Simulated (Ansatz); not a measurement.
**Energy profile**

The step: CH₄O ([CH3][OH]) + H → CH₃O ([CH2][OH]) + H₂; bonds formed: H1–H4; bonds broken: H1–C2 (atoms numbered as in the saddle structure below).

H1  (-0.860, -0.319, -0.468)
C2  (0.202, -0.256, 0.294)
O3  (1.113, 0.638, -0.216)
H4  (-1.648, -0.329, -1.059)
H5  (0.608, -1.265, 0.252)
H6  (-0.206, -0.001, 1.277)
H7  (0.792, 1.533, -0.080)
(Å)

Electronic energies by CCSD(T) at an estimated basis limit (MP2 extrapolated from triple and quadruple zeta, plus CCSD(T) − MP2 in triple zeta), on PBE0-D4/def2-TZVP structures; CH5O, doublet; no counterpoise correction; spin–orbit coupling, which lowers free halogen atoms and radicals such as OH and SH, is left out. Computed with Ansatz 0.2.0 (basis: def2-TZVPP and def2-QZVPP); correlated methods freeze the cores; orbitals are unrestricted. Extrapolation: Hartree–Fock as exp(−7.88 √X), correlation as X^−2.97.

Task: Give the profile in eV, counted from the separated reactants. (An estimate is asked for; the value comes from the calculation.)

Result: By the calculation:
```json
{"point": "separated: CH4O (linked as [CH3][OH]; H1, C2, O3, H5, H6, H7; singlet) + H (H4; doublet)", "eV": "0.000"}
{"point": "start structure", "eV": "-0.009"}
{"point": "saddle", "eV": "0.418"}
{"point": "end structure", "eV": "-0.300"}
{"point": "separated: H2 (H1, H4; singlet) + CH3O (linked as [CH2][OH]; C2, O3, H5, H6, H7; doublet)", "eV": "-0.263"}
```

No T1 diagnostic of these runs exceeds 0.017. ⟨S²⟩ of the unrestricted Hartree–Fock references: 0.75 to 0.79 (a pure state has 0.75).

For scale, one of the runs: CCSD(T)/def2-TZVPP, 132 basis functions, launched by `ansatz run in.yaml --threads 2 --pin off --events-out ev --progress --plain --max-ram 4352MiB`. Hardware: 2 CPU threads of an AMD EPYC 7R43, shared host. Wall time 36 s; peak host memory 1.6 GiB.
